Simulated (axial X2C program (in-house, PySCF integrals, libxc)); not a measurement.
## What spin–orbit coupling does to RuC

Calculated with an axial X2C code built on PySCF integrals. Spin-free means the one-electron spin-free X2C Hamiltonian; two-component (2c) means X2C with spin–orbit coupling and atomic mean-field two-electron Coulomb and Gaunt terms, so the difference of the two also holds small scalar two-electron terms. Basis: Ru dyall-cv3z [12s12p8d5f3g], C dyall-v3z [7s6p2d1f] (cores contracted in-house); Gaussian nuclei, density fitting, unrestricted open shells. Masses: Ru 101.904 u, C 12.000 u.

Spin-free state: M_S = 0, Λ = 0 (closed shell); fragments Ru + C.

```csv
level,Re (Å),ωe (cm⁻¹),De (eV),μ (D)
TPSSh,1.591,1176.9,6.248,-4.05
```

Dipoles are positive if C is the positive end.

Two-component determinant lowest at the distance of the search:

Ω = 3 (⟨Sz⟩ = 1.00, ⟨Lz⟩ = 2.00 at TPSSh); fragments Ru + C.

| level | Re (Å) | ωe (cm⁻¹) | μ (D) |
| --- | --- | --- | --- |
| TPSSh | 1.623 | 1087.4 | -2.16 |

Question: From the two tables, how do the constants change at the TPSSh level (2c against spin-free)?

Answer: At the TPSSh level Re increases by 0.032 Å and ωe goes down by 89.5 cm⁻¹. The two determinants differ in configuration, so these shifts compare two states and are not the spin–orbit effect on one state.

The state is a single determinant with fixed occupations, the lowest that a limited PBE0 search found. The closed shell is kept restricted, so the energy runs too high when the bond is stretched far. De is counted from the lowest determinant-based energies of the atoms at the same level, without counterpoise correction. De is not given where an atomic determinant may have missed its ground term or J level, or where the truncated virtual space spoils (T). Density functionals use the spin component along the axis (collinear). Other states lie close and PBE0, whose exact exchange favours high spin, may order them wrongly; the determinant shown need not be the ground state. The nearest other spin-free determinant of the search, M_S = 1, Λ = 2, lies 0.07 eV up at the distance of the search. Without a current term, density functionals place determinants with orbital angular momentum somewhat too high. With several unpaired electrons one determinant need not be a pure state. A state of lower Ω lies just above, and one determinant can place such states too high, so the state shown need not be the lowest. The search has Ω = 0 only 0.04 eV up.
